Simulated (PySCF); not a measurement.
Stepwise substitution at one centre (In F-CH3). All species are isolated molecules in the gas phase. Strings in code marks are SMILES.

The HOMO from two functionals at the same geometries (B3LYP-D3(BJ)/def2-TZVP), both in PySCF: PBE-D3(BJ)/def2-TZVP and B3LYP-D3(BJ)/def2-TZVP. B3LYP has the VWN-RPA correlation part, as in Gaussian. 

```csv
species,PBE-D3(BJ)/def2-TZVP (eV),B3LYP-D3(BJ)/def2-TZVP (eV)
0 of 3 F replaced by CH3 (`[F][In]([F])[F]`),-9.19,-10.88
1 of 3 F replaced by CH3 (`[F][In]([F])[CH3]`),-7.73,-8.99
2 of 3 F replaced by CH3,-6.48,-7.50
3 of 3 F replaced by CH3,-5.84,-6.75
```

Over these rows, drawn at random from the members with no instability flagged (it was tested for open shells, ions and some series alone), PBE minus B3LYP-D3(BJ): mean +1.22 eV, from +0.92 eV to +1.69 eV.
